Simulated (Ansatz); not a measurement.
Al14P13Cl3, relaxed as a singlet with RKS PBE-D4/def2-SVP in Ansatz, starting from the GFN1-xTB geometry. Force threshold 0.03 eV/Å.

Single mean-field runs in def2-SVP are fitted with def2-universal-jkfit. The restricted singlet is unstable towards broken spin symmetry in Hartree–Fock (as tested in another run); at PBE-D4/def2-SVP this wasn't settled. Another isomer (singlet) lies 1.11 eV lower at PBE0-D4/def2-TZVP; other spin states weren't run for this one.

Start:

```csv
atom,x (Å),y (Å),z (Å)
Al1,1.4913,-2.8922,-1.2834
Al2,0.0633,0.5894,-2.9964
Al3,-1.6431,-2.1911,-2.1501
Al4,-3.0822,0.5174,-2.5638
Al5,2.6651,0.6157,0.3136
Al6,3.7541,-2.7531,1.7297
Al7,0.1703,-3.5349,0.7645
Al8,1.5735,-0.3546,2.7226
Al9,2.0275,3.3027,-1.6281
Al10,-1.7083,2.7340,-1.8824
Al11,0.4461,2.2556,1.6823
Al12,-0.8735,-0.3342,0.0796
Al13,-1.5168,0.1000,3.4419
Al14,-3.5196,0.5624,1.2722
Cl15,5.0964,-3.7608,3.0465
Cl16,3.6548,4.3896,-2.4961
Cl17,-5.3334,1.5045,0.5144
P18,-0.5211,-4.1074,-1.5031
P19,-1.5210,-0.7733,-3.9921
P20,2.5128,-4.1531,0.4240
P21,3.8165,-0.4648,2.0498
P22,0.3471,2.9045,-3.1380
P23,2.4686,2.9037,0.6205
P24,1.3558,-0.5249,-1.3161
P25,-3.0321,-1.0204,-0.6521
P26,-0.3029,-1.6638,2.1057
P27,-1.4810,1.9731,0.4385
P28,-3.6849,2.6667,-2.9615
P29,0.5103,1.3492,3.8533
P30,-3.7338,0.1602,3.5041
```

| step | energy (eV) | largest force component (eV/Å) | SCF passes |
| --- | --- | --- | --- |
| 1 | -250512.8256 | 0.858 | 63 |
| 2 | -250513.2509 | 0.363 | 38 |
| 3 | -250513.3348 | 0.136 | 32 |
| 4 | -250513.3539 | 0.061 | 29 |
| 5 | -250513.3625 | 0.048 | 30 |
| 6 | -250513.3691 | 0.039 | 29 |
| 7 | -250513.3781 | 0.145 | 30 |
| 8 | -250513.3900 | 0.253 | 29 |
| 9 | -250513.4059 | 0.302 | 30 |
| 10 | -250513.4232 | 0.239 | 30 |
| 11 | -250513.4450 | 0.240 | 30 |
| 13 | -250513.4893 | 0.201 | 38 |
| 15 | -250513.5385 | 0.117 | 39 |
| 17 | -250513.6175 | 0.144 | 67 |
| 19 | -250513.7831 | 0.203 | 37 |
| 21 | -250513.8329 | 0.312 | 35 |
| 23 | -250513.8772 | 0.154 | 36 |
| 25 | -250513.9607 | 0.121 | 35 |
| 27 | -250514.0156 | 0.116 | 28 |
| 29 | -250514.0530 | 0.302 | 35 |
| 31 (rejected) | -250514.0625 | 0.206 | 33 |
| 33 | -250514.0840 | 0.032 | 30 |
| 35 | -250514.0853 | 0.019 | 30 |

Force components are those of the run's own axes.

End:

Cartesian coordinates in Å:
```
Al 1.599 -2.613 -1.524
Al -0.137 0.814 -3.120
Al -1.510 -2.062 -2.253
Al -3.024 0.405 -2.470
Al 2.899 0.946 -0.039
Al 2.700 -2.191 1.457
Al 0.289 -3.684 0.474
Al 2.195 -0.122 3.011
Al 1.720 2.984 -1.453
Al -1.752 2.790 -1.537
Al 0.456 2.223 1.843
Al -0.637 -0.270 -0.051
Al -1.021 -0.244 3.246
Al -3.352 0.372 1.422
Cl 2.671 -2.224 3.914
Cl 3.795 2.006 -2.016
Cl -5.144 1.318 0.741
P -0.300 -3.951 -1.815
P -1.624 -0.674 -4.111
P 2.637 -4.017 0.108
P 4.023 -0.269 1.552
P 0.089 3.164 -3.007
P 2.289 3.109 0.760
P 1.309 -0.237 -1.517
P -2.834 -1.096 -0.607
P 0.234 -1.654 1.702
P -1.494 1.864 0.675
P -3.532 2.559 -2.868
P 0.650 1.279 3.969
P -3.195 -0.525 3.513
```

Bonds formed: Al5–Cl16, Al6–P26, Al8–Cl15 (atoms count from 1). Metal–metal contacts that move far: Al6–Al8 3.39 to 2.64 Å, Al5–Al9 3.38 to 2.75 Å.

No frequencies were taken in this run, so the end may be a saddle point.

It took 3 min on 4 threads of AMD EPYC 7R13 on a shared host and a share (37 GiB) of an NVIDIA H100 80GB HBM3, peak host memory 1.2 GiB.
